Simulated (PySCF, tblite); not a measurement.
Isomers of [C8H16P]+ (charge +1), one GFN2-xTB conformer each. Single-point energies are computed at PBE0/pcSseg-1 (PySCF, gas phase, no added dispersion term), electronic only.

```json
{"SMILES": "C=CC[P+](C)(C)/C=C/C", "GFN2-xTB relative energy (kJ/mol)": "93.5"}
{"SMILES": "C#CC[P@H+](CC)CCC", "GFN2-xTB relative energy (kJ/mol)": "155.4"}
{"SMILES": "C#C[PH+](C(C)C)C(C)C", "GFN2-xTB relative energy (kJ/mol)": "163.0"}
{"SMILES": "C=CC[P+](C)(C)C(=C)C", "GFN2-xTB relative energy (kJ/mol)": "104.8"}
{"SMILES": "CCC[P@@+]1(C)C=C1CC", "GFN2-xTB relative energy (kJ/mol)": "192.4"}
{"SMILES": "CC1=CC[P@@H+](C(C)C)C1", "GFN2-xTB relative energy (kJ/mol)": "0.0"}
```

Conformers: `[CH2:1]=[CH:2][CH2:3][P+:4]([CH3:5])([CH3:6])/[CH:7]=[CH:8]/[CH3:9]` (charge +1) with C1–C2–C3–P4 -117°, C2–C3–P4–C5 179°, C3–P4–C7–C8 121°; `[CH:1]#[C:2][CH2:3][P@H+:4]([CH2:5][CH3:6])[CH2:7][CH2:8][CH3:9]` (charge +1) with C2–C3–P4–C5 -57°, C3–P4–C5–C6 171°, C3–P4–C7–C8 -49°, P4–C7–C8–C9 -57°; `[CH:1]#[C:2][PH+:3]([CH:4]([CH3:5])[CH3:6])[CH:7]([CH3:8])[CH3:9]` (charge +1) with C2–P3–C4–C5 58°, C2–P3–C7–C8 66°; `[CH2:1]=[CH:2][CH2:3][P+:4]([CH3:5])([CH3:6])[C:7](=[CH2:8])[CH3:9]` (charge +1) with C1–C2–C3–P4 -100°, C2–C3–P4–C5 -54°, C3–P4–C7–C8 105°; `[CH3:1][CH2:2][CH2:3][P@@+:4]1([CH3:5])[CH:6]=[C:7]1[CH2:8][CH3:9]` (charge +1) with C1–C2–C3–P4 55°, C2–C3–P4–C5 57°, C6–C7–C8–C9 -2°; `[CH3:1][C:2]1=[CH:3][CH2:4][P@@H+:5]([CH:6]([CH3:7])[CH3:8])[CH2:9]1` (charge +1) with C4–P5–C6–C7 -61°, C2–C3–C4–P5 10°, C3–C4–P5–C6 -138°, C4–P5–C9–C2 14°, C1–C2–C9–P5 171°.

Q: What does PBE0/pcSseg-1 give for the same structures?

A: 
```csv
SMILES,PBE0/pcSseg-1 E (Eh),PBE0/pcSseg-1 (kJ/mol),GFN2-xTB (kJ/mol),point group
CC1=CC[P@@H+](C(C)C)C1,-655.03151,0.0,0.0,C1
C=CC[P+](C)(C)/C=C/C,-655.01739,37.1,93.5,C1
C=CC[P+](C)(C)C(=C)C,-655.01092,54.1,104.8,C1
CCC[P@@+]1(C)C=C1CC,-654.97981,135.8,192.4,C1
C#CC[P@H+](CC)CCC,-654.96459,175.7,155.4,C1
C#C[PH+](C(C)C)C(C)C,-654.96273,180.6,163.0,C1
```

Both levels put the same isomer lowest; measured from each level's own lowest isomer, the values differ by up to 56.6 kJ/mol (CCC[P@@+]1(C)C=C1CC: 192.4 against 135.8). Neighbours under 21 kJ/mol apart (C=CC[P+](C)(C)/C=C/C and C=CC[P+](C)(C)C(=C)C; C#CC[P@H+](CC)CCC and C#C[PH+](C(C)C)C(C)C) can change places with a better method, another conformer or zero-point energy.

Q: Which frontier levels and rotational constants go with these structures?

A: 
```csv
SMILES,"HOMO (eV, PBE0/pcSseg-1)",LUMO (eV),"A, B, C (MHz)"
CC1=CC[P@@H+](C(C)C)C1,-11.29,-4.00,"2953, 802.7, 667.3"
C=CC[P+](C)(C)/C=C/C,-11.42,-4.79,"1525, 920.6, 711.0"
C=CC[P+](C)(C)C(=C)C,-11.55,-4.87,"2122, 886.3, 814.9"
CCC[P@@+]1(C)C=C1CC,-12.69,-4.99,"2013, 810.7, 697.2"
C#CC[P@H+](CC)CCC,-11.99,-3.90,"1465, 972.3, 656.6"
C#C[PH+](C(C)C)C(C)C,-12.97,-5.00,"1602, 1105, 786.8"
```

Q: What happens when harmonic zero-point energies from GFN2-xTB frequencies are added?

A: 
```tsv
SMILES	ZPE (kJ/mol)	electronic (kJ/mol)	with ZPE (kJ/mol)
CC1=CC[P@@H+](C(C)C)C1	565.6	0.0	0.0
C=CC[P+](C)(C)/C=C/C	555.9	37.1	27.3
C=CC[P+](C)(C)C(=C)C	557.0	54.1	45.4
CCC[P@@+]1(C)C=C1CC	564.1	135.8	134.2
C#CC[P@H+](CC)CCC	559.3	175.7	169.4
C#C[PH+](C(C)C)C(C)C	560.8	180.6	175.7
```

The zero-point energies span 9.7 kJ/mol. The order is unchanged.
